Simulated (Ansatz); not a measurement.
Geometry optimisation, Ansatz, RKS LDA/def2-SVP.

The input (input.yaml):

```yaml
crystal:
  periodic: [false, false, false]
  atoms:
    - { symbol: W, position_ang: [-0.337204, 0.209933, 0.295667] }
    - { symbol: Cl, position_ang: [-0.34251, 0.457062, 2.637496] }
    - { symbol: H, position_ang: [0.942909, -0.800506, 0.780719] }
    - { symbol: F, position_ang: [-0.621794, 2.011879, -0.23846] }
    - { symbol: O, position_ang: [-2.126826, -0.270858, 0.186849] }
    - { symbol: H, position_ang: [-2.431125, -1.201072, 0.165206] }
    - { symbol: H, position_ang: [-0.239744, -1.423716, -0.193021] }
    - { symbol: F, position_ang: [0.740094, 0.284321, -1.217423] }
    - { symbol: "N", position_ang: [2.267919, 2.015328, 1.056165] }
    - { symbol: H, position_ang: [2.703605, 1.280458, 0.486769] }
    - { symbol: H, position_ang: [1.577345, 2.550859, 0.512867] }
    - { symbol: H, position_ang: [1.833632, 1.623212, 1.918566] }
basis:
  gaussian: { orbitals: def2-SVP }
hamiltonian:
  xc: lda
relax:
  f_tol: 0.03
  max_steps: 50
```

Command:

```bash
$ ansatz run input.yaml --threads 4 --pin off --max-ram 5120MiB --backend cpu --events-out ev --progress --plain --runs-dir out
```

Q: Where does it end, and by what steps?

A: The run converged. After 12 steps the energy has fallen by 1.365 eV; N9 moved furthest, 0.78 Å. Joined: W1–N9 (3.26 → 2.24 Å).

```csv
step,energy less start (eV),largest force component (eV/Å),accepted
0,0.0000,1.282,yes
1,-0.2171,0.782,yes
2,-0.4311,1.159,yes
3,-0.7118,1.465,yes
4,-1.0603,0.967,yes
5,-1.1874,2.510,yes
6,-1.3015,0.485,yes
7,-1.3367,0.353,yes
8,-1.3526,0.377,yes
9,-1.3598,0.215,yes
10,-1.3638,0.134,yes
11,-1.3647,0.047,yes
12,-1.3648,0.008,yes
```

```xyz
12
Properties=species:S:1:pos:R:3
W -0.127 0.311 0.346
Cl -0.407 0.328 2.630
H 1.153 -0.709 0.834
F -0.515 2.070 -0.331
O -1.964 -0.070 0.120
H -2.340 -0.966 0.214
H -0.080 -1.376 0.056
F 0.860 0.224 -1.241
N 1.651 1.561 0.902
H 2.448 1.348 0.281
H 1.330 2.525 0.696
H 1.957 1.491 1.884
```

Whether the end is a true minimum wasn't checked by a vibrational analysis.

Time of the run: 21 s on 4 threads of Arm Neoverse V1, on a shared host, peak memory 0.2 GiB.
